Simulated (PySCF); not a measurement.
**Spin-rotation constants: SMILES C1C=C(C)C(CCl)=CC1, C$_{8}$H$_{11}$Cl**

Geometry:
```tsv
atom	x (Å)	y (Å)	z (Å)
C1	-1.223	1.896	-0.346
C2	-0.196	0.831	-0.108
C3	1.103	1.110	0.008
C4	2.124	0.048	0.283
C5	1.708	-1.273	-0.359
C6	0.263	-1.553	-0.085
C7	-0.634	-0.567	0.011
C8	-2.073	-0.864	0.267
Cl9	-2.511	-0.396	1.952
H10	-0.744	2.869	-0.425
H11	-1.937	1.928	0.475
H12	-1.771	1.704	-1.268
H13	1.453	2.131	-0.040
H14	3.104	0.354	-0.087
H15	2.209	-0.081	1.369
H16	1.850	-1.218	-1.445
H17	2.330	-2.090	0.012
H18	-0.042	-2.588	-0.019
H19	-2.280	-1.930	0.185
H20	-2.740	-0.301	-0.384
```

Level of theory: PySCF, GIAO B3LYP/pcSseg-1 magnetisability, rotational g tensor and spin-rotation constants, non-relativistic, gas phase. Geometry: GFN2-xTB.

Give the nuclear spin-rotation constants along the inertial axes (H = +C I·J) beside the isotropic shieldings.

Rotational constants 2.2146, 0.9718, 0.7961 GHz. A star marks the isotopologue with that one atom substituted, in its own axes.
| atom | isotope | Caa (kHz) | Cbb (kHz) | Ccc (kHz) | mean (kHz) | σ (ppm) |
| --- | --- | --- | --- | --- | --- | --- |
| Cl9 | 35Cl | 0.350 | 0.330 | 0.112 | 0.264 | 787.9 |
| H10 | 1H | -0.193 | 0.007 | -0.087 | -0.091 | 30.0 |
| H11 | 1H | 0.009 | -0.094 | -0.065 | -0.050 | 29.3 |
| H12 | 1H | -0.245 | -0.099 | 0.019 | -0.108 | 30.0 |
| H13 | 1H | -0.183 | 0.063 | -0.077 | -0.066 | 25.9 |
| H14 | 1H | 0.084 | -0.103 | -0.092 | -0.037 | 29.8 |
| H15 | 1H | -0.212 | -0.093 | 0.011 | -0.098 | 29.5 |
| H16 | 1H | -0.157 | -0.096 | -0.009 | -0.087 | 29.6 |
| H17 | 1H | -0.191 | -0.003 | -0.075 | -0.090 | 29.7 |
| H18 | 1H | -0.187 | 0.072 | -0.084 | -0.066 | 25.8 |
| H19 | 1H | -0.201 | 0.032 | -0.079 | -0.083 | 27.8 |
| H20 | 1H | -0.170 | -0.031 | -0.033 | -0.078 | 27.5 |
| C1 | 13C* | 0.342 | 0.143 | 0.130 | 0.205 | 160.1 |
| C2 | 13C* | 0.682 | 0.510 | 0.143 | 0.445 | 40.9 |
| C3 | 13C* | 0.627 | 0.461 | 0.170 | 0.420 | 49.4 |
| C4 | 13C* | 0.386 | 0.157 | 0.122 | 0.222 | 154.7 |
| C5 | 13C* | 0.351 | 0.174 | 0.122 | 0.216 | 154.0 |
| C6 | 13C* | 0.854 | 0.391 | 0.155 | 0.467 | 46.8 |
| C7 | 13C* | 0.998 | 0.396 | 0.140 | 0.511 | 36.4 |
| C8 | 13C* | 0.436 | 0.214 | 0.151 | 0.267 | 128.1 |

For the geometry as given, no vibrational averaging.
